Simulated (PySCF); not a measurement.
An unknown is described by computed data only.

Formula: C3H3F3S.

- Dipole: 2.34 D [PBE0/def2-SVPD]
- Polarisability: 59.8 au [PBE0/def2-SVPD]
- UV, strongest line: among the 6 lowest singlet transitions: S2 at 5.94 eV (209 nm, f = 0.248) [TDDFT PBE0/def2-SVPD]
- NMR, other nuclei: isotropic shieldings of nuclei other than C and H, by class: 256 (3 F), -673 (1 S) ppm [GIAO PBE0/pcSseg-1]
- Triplet: lowest triplet excitation (Tamm–Dancoff): 1.78 eV [TDA PBE0/def2-SVPD]
- 13C NMR: chemical shifts (computed TMS as zero) by class: 252.8 (1 C), 124.7 (1 C), 39.8 (1 C) ppm [GIAO PBE0/pcSseg-1]
- Rotational structure: rotational constants A, B, C: 3.133, 1.821, 1.453 GHz [GFN2-xTB]
- 1H NMR: chemical shifts (computed TMS as zero) by class: 3.40 (3 H) ppm [GIAO PBE0/pcSseg-1]
- UV, first state: lowest singlet excitation: 2.33 eV (531 nm, f = 0.000) [TDDFT PBE0/def2-SVPD]

Electronic properties: PySCF, gas phase, density fitting. Levels stand in brackets. Isolated species at its GFN2-xTB geometry, gas phase. NMR values are class means; diastereotopic atoms form classes of their own.

Task: Propose a structure and show how it fits.

Result: Numbering: `[CH3:1][C:2](=[S:3])[C:4]([F:5])([F:6])[F:7]`. Its formula, C3H3F3S, gives 1 degree of unsaturation: 0 rings and 1 π bond in the structure found. 3 carbons fall into 3 classes; from least to most shielded: thiocarbonyl carbon [C2] (252.8 ppm), CF3 carbon [C4] (124.7 ppm), methyl carbon [C1] (39.8 ppm). All hydrogens form one class (3.40 ppm): methyl hydrogen. The other shieldings belong to: 256 ppm, fluorine of a CF3 group [F5/F6/F7]; -673 ppm, thiocarbonyl sulfur [S3]. S1 is mainly HOMO→LUMO (weight 1.00); the largest Löwdin shares of the orbital it empties are 0.75 on the thiocarbonyl sulfur, 0.12 on the thiocarbonyl carbon and 0.04 on the methyl carbon, of the orbital it fills 0.44 on the thiocarbonyl sulfur, 0.38 on the thiocarbonyl carbon and 0.05 on the methyl carbon. The optimised geometry has point group Cs and is an asymmetric top. Structure: `CC(=S)C(F)(F)F`. The assignments are read from this structure; whether some other isomer fits the data as well wasn't checked.

Conformer computed: `[CH3:1][C:2](=[S:3])[C:4]([F:5])([F:6])[F:7]`: C1–C2–C4–F5 59°.
